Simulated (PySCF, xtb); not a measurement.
Br2, SMILES BrBr (connectivity only; charge and spin as stated), charge -1, multiplicity 2.

Harmonic wavenumbers (cm⁻¹) from GFN2-xTB run with xtb at its own minimum, in rising order: 111.

Q: What does PBE-D3(BJ)/def2-TZVPD (PySCF) give at its own minimum? (An estimate is asked for; the answer gives what the named calculation found.)

A: 124. Paired by order, the mean absolute difference is 13 cm⁻¹ and the zero-point energies are 0.2 and 0.2 kcal/mol.
